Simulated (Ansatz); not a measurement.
# Worked example: Si(CH3)2Cl2 + SiH3I → Si(CH3)2(SiH3)Cl + ICl

Species: Si(CH3)2Cl2 (dichlorodimethylsilane), singlet; SiH3I `[SiH3]I`, singlet; Si(CH3)2(SiH3)Cl, singlet; ICl, singlet. The partners trade Cl for SiH3: Si–Cl and I–SiH3 bonds give way to Si–SiH3 and I–Cl.

Shapes, held fixed at every level: PBE0-D4/def2-TZVP. Programs: Ansatz 0.2.0. Electronic energies: no zero-point or thermal term.

At CCSD(T)/def2-TZVPP; 1 Eh = 2625.50 kJ/mol:

```
         species   energy (Eh)
     Si(CH3)2Cl2  -1288.327827
           SiH3I   -588.021398
Si(CH3)2(SiH3)Cl  -1119.390235
             ICl   -756.856014
```

**Question.** Work out ΔE of the reaction at this level.

**Answer.** 
1. Products less reactants: (-1119.390235) + (-756.856014) − [(-1288.327827) + (-588.021398)] = 0.102976 Eh = +270.4 kJ/mol.

Other levels give +243.1 (PBE-D4/def2-TZVPP) to +273.1 kJ/mol (CCSD/def2-TZVPP). No measured value is set beside it here. For atoms past krypton def2 sets carry core potentials with scalar relativity. Correlated rows may include outer-core shells of I, which these sets cover unevenly.
